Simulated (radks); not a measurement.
Fractional charge and spin in the 5s shell of dysprosium: the spin-up occupation runs from 0 to 1 and the spin-down occupation from 0 to 1; the fullest corner is Dy2+, [Kr] 4d10 4f(up 5, down 5) 5p6 5s(up 1, down 1). Calculated with a radial shooting solver on a logarithmic mesh with Libxc functionals: scalar-relativistic Kohn-Sham, BLYP, spin-polarised, spherical densities, finite nucleus; Fermi nuclear charge, rms radius of each element as measured or else 0.836 A^(1/3) + 0.57 fm. Energy (eV) minus the two flat planes that join the four corners (they meet along the diagonal where the two added fractions sum to one electron); zero is where a piecewise linear energy would lie.

| down \ up | 0 | 0.25 | 0.5 | 0.75 | 1 |
|---|---|---|---|---|---|
| 0 | 0.000 | -1.408 | -1.871 | -1.398 | 0.000 |
| 0.25 | -1.408 | -1.811 | -1.279 | 0.175 | -1.326 |
| 0.5 | -1.871 | -1.279 | 0.234 | -1.210 | -1.758 |
| 0.75 | -1.398 | 0.175 | -1.210 | -1.701 | -1.311 |
| 1 | 0.000 | -1.326 | -1.758 | -1.311 | 0.000 |

Corners above the fullest one (they belong to Dy3+ and the next ion): (up 1, down 0) 69.788 eV, (up 0, down 1) 69.788 eV, (up 0, down 0) 155.04 eV. With half an added electron in each spin the energy lies 0.234 eV from the planes, and with half an added electron in spin up alone -1.871 eV. The planes are only a guide here: the flat-plane condition holds for ground states with one frontier orbital, while this shell lies below other occupied shells, so the corners above the fullest one are inner-hole states and not the ground states of those ions.
